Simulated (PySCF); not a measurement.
Atoms are numbered as in `[N:1]#[C:2][C:3]1([SiH2:4][n:5]2[cH:6][cH:7][cH:8][cH:9]2)[CH2:10][CH2:11]1`. Hydrogens are named by the atom that carries them.

[PySCF: σ from GIAO-WP04/pcSseg-2; geometry: PBE0-D3(BJ)/def2-SVP; single conformer; relativity neglected; no solvent model; equivalent nuclei averaged]

δ = σ(ref) − σ, references computed at the same level: TMS for $^{13}$C (σ = 172.10 ppm) and $^{1}$H (σ = 31.61 ppm) and $^{29}$Si (σ = 328.00 ppm); NH3 for $^{15}$N (σ = 244.72 ppm).

```
          atoms    nucleus  count  δ (ppm)
         H(Si4)    $^{1}$H      2     4.32
             N5   $^{15}$N      1        ?
             C3   $^{13}$C      1     -0.9
Ha(C10)/Hb(C11)    $^{1}$H      2        ?
             C2   $^{13}$C      1    125.3
    H(C7)/H(C8)    $^{1}$H      2        ?
Hb(C10)/Ha(C11)    $^{1}$H      2     1.29
          C6/C9   $^{13}$C      2    132.0
    H(C6)/H(C9)    $^{1}$H      2     6.78
        C10/C11   $^{13}$C      2     15.4
          C7/C8   $^{13}$C      2        ?
             N1   $^{15}$N      1    278.9
            Si4  $^{29}$Si      1    -24.1
```

Problem. Complete the table.

Solution. 
- C7/C8: 122.8 ppm, aromatic CH
- H(C7)/H(C8): 6.42 ppm, hydrogen on an aromatic CH; the ring current deshields protons in the ring plane
- Ha(C10)/Hb(C11): 0.96 ppm, hydrogen on a three-membered-ring carbon; cyclopropane-type protons are shielded by the ring
- N5: 171.2 ppm, pyrrole-type ring nitrogen

Shifts are as computed. Against solution values, carbons near 30 ppm lie about +4 ppm off and those near 130 ppm about +9 ppm. Of 1313 compounds with measured shifts, 239 miss one by over three times the rms of a fit or turn the order of signals round; such compounds aren't used in these exercises. Experimental scales use liquid or dissolved standards, which lie at an offset from isolated NH3 (liquid NH3: subtract about 20 ppm). Unscaled 15N shifts of sp2 nitrogen come out 20 to 40 ppm too high even then.
